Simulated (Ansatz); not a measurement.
F4S, SMILES FS(F)(F)F.

Coordinates come from a PBE0-D3(BJ)/def2-SVP optimisation.

Two levels are set side by side: PBE/def2-SVPD (Ansatz, an electronic-structure program) and PBE0/def2-SVPD (Ansatz). Energy differences of separate SCF runs at the same geometry; the states with an electron removed or added have multiplicity 2 and 2. Differences are taken from unrounded values.

| quantity | PBE0 |
|---|---|
| vertical ionisation energy (eV) | 12.87 |
| vertical singlet–triplet gap (eV) | 4.71 |

Problem. What does PBE give, and how far is it from PBE0? (The exact figures need the calculation; the answer reports its results.)

Solution. 
```json
[
 {"quantity": "vertical ionisation energy (eV)", "PBE": "12.49", "PBE minus PBE0": "-0.38"},
 {"quantity": "vertical singlet–triplet gap (eV)", "PBE": "4.70", "PBE minus PBE0": "-0.02"}
]
```
